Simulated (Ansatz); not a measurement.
C$_{2}$H$_{9}$BSSi (`CBS[SiH2]C`). The species carries charge 0 and has multiplicity 1.

```
atom   x (Å)   y (Å)   z (Å)
  C1   1.031  -2.575  -0.632
  B2   0.656  -1.075  -0.446
  S3   0.976  -0.235   1.103
 Si4   0.193   1.717   0.630
  C5  -1.661   1.679   0.454
  H6   1.477  -3.050   0.243
  H7   1.726  -2.674  -1.475
  H8   0.141  -3.143  -0.925
  H9   0.150  -0.458  -1.342
 H10   0.837   2.203  -0.617
 H11   0.600   2.593   1.759
 H12  -1.955   1.013  -0.361
 H13  -2.043   2.680   0.235
 H14  -2.128   1.324   1.375
```

Q: What are the harmonic wavenumbers in cm⁻¹ at PBE0-D4/def2-TZVP (Ansatz, finite differences of forces, unscaled)? (Estimate.)

A: The calculation gave: 59, 109, 118, 126, 175, 204, 307, 480, 506, 661, 668, 691, 700, 746, 873, 884, 901, 905, 947, 1035, 1166, 1274, 1321, 1444, 1448, 1449, 1449, 2224, 2230, 2587, 3030, 3052, 3087, 3136, 3137, 3146.

Q: Is this a minimum?

A: Yes, all 36 modes are real.

Q: Give the ideal-gas thermochemistry at 298.15 K and 1 bar (rigid rotor, harmonic oscillator; point group C1, symmetry number 1).

A: Zero-point energy 276.8 kJ/mol; H(298) − E = 302.2 kJ/mol; entropy 381.6 J/(mol·K), of which translation 166.8, rotation 115.8, vibration 99.0; G(298) − E = 188.4 kJ/mol. Modes under 100 cm⁻¹ are hindered rotations or soft bends, so the harmonic entropy is rough.

Q: Rotational constants (cm⁻¹)?

A: 0.1969, 0.05108, 0.04491.
